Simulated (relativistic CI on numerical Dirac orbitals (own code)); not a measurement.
## Sensitivity of the levels of Se to α and to the nuclear radius

Computed by Dirac-Coulomb-Breit CI, separate exchange-only KLI orbitals for each configuration, valence Slater integrals scaled by 0.85, P86 correlation energy added to each configuration, derivatives by finite differences, QED left out (own radial code, finite nucleus).

Configuration list (outside the closed core [Ar] 3d10): 4s2 4p4, 4s2 4p3 5s, 4s2 4p3 5p, 4s2 4p3 4d, 4s2 4p3 6p, 4s 4p5, 4s2 4p3 5d, 4s2 4p3 4f. Levels of other configurations are missing.

With x = (α/α₀)² − 1 an excitation energy changes as ω = ω₀ + qx; K = 2q/ω₀ is the relative enhancement. Terms are leading LS components, so labels can repeat. The field-shift factor is F = δν/δ⟨r²⟩ for the transition from the lowest level.

Lowest level 4s2 4p4 3P_2.

```
           Level  ω₀ (cm⁻¹)  q (cm⁻¹)       K  F (GHz/fm²)
    4s2 4p4 3P_1     1967.6      2193    2.23     -0.00724
    4s2 4p4 3P_0     2543.1      2434    1.91     -0.00661
    4s2 4p4 1D_2    10343.5      1583   0.306       0.0264
    4s2 4p4 1S_0    23934.4      2014   0.168       0.0729
4s2 4p3 5s 5S°_2    47645.0     116.8  0.0049         1.12
4s2 4p3 5s 3S°_1    50880.4     256.3  0.0101        0.943
 4s2 4p3 5p 5P_1    57945.0     431.7  0.0149        0.776
 4s2 4p3 5p 5P_2    57984.3     462.5   0.016        0.776
 4s2 4p3 5p 5P_3    58062.3     553.8  0.0191        0.776
 4s2 4p3 5p 3P_1    59320.6     452.2  0.0152        0.778
 4s2 4p3 5p 3P_2    59367.9       539  0.0182        0.777
 4s2 4p3 5p 3P_0    59376.9     577.7  0.0195        0.777
4s2 4p3 5s 3D°_1    62349.7    -405.1  -0.013         1.13
```

For a near-neutral ion this model can misplace configurations by up to about 10,000 cm⁻¹ (more where the count of f electrons changes) and terms by 10 to 25 % of their spread. Rates follow the energies as ν³ (E1, M1) or ν⁵ (E2), so they and the lifetimes can be off by large factors. The fine structure of a lone outer electron comes out too small, for d and f at times inverted, and misplaced configurations move strength between like terms.
